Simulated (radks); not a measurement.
Values are calculated unless marked as measured or tabulated.
Species: As2+. Configuration: [Ar] 3d10 4s2 4p1. Level of theory: Dirac Kohn-Sham, PBEsol, spin-unpolarised, spherical densities, finite nucleus; open shells fill j = l - 1/2 first; Fermi nuclear charge, rms radius 4.0968 fm (a radial shooting solver on a logarithmic mesh with Libxc functionals). Some entries of the table are withheld. Estimate them.

orbital  occ.  eigenvalue (hartree)  <r> (bohr)
1s1/2       2             -430.9889     0.04552
2s1/2       2             -55.35506      0.2026
2p1/2       2                   (1)         (2)
2p3/2       4                   (3)         (4)
3s1/2       2              -7.75865      0.5985
3p1/2       2              -5.81004         (5)
3p3/2       4              -5.62530         (6)
3d3/2       4                   (7)      0.6728
3d5/2       6                   (8)      0.6774
4s1/2       2              -1.22856       1.807
4p1/2       1              -0.84233         (9)
4p3/2       0              -0.82744        (10)

Answer. 
(1) 2p1/2 eigenvalue (hartree): -49.55415
(2) 2p1/2 <r> (bohr): 0.1747
(3) 2p3/2 eigenvalue (hartree): -48.21202
(4) 2p3/2 <r> (bohr): 0.1784
(5) 3p1/2 <r> (bohr): 0.6101
(6) 3p3/2 <r> (bohr): 0.6207
(7) 3d3/2 eigenvalue (hartree): -2.28909
(8) 3d5/2 eigenvalue (hartree): -2.26220
(9) 4p1/2 <r> (bohr): 2.119
(10) 4p3/2 <r> (bohr): 2.150
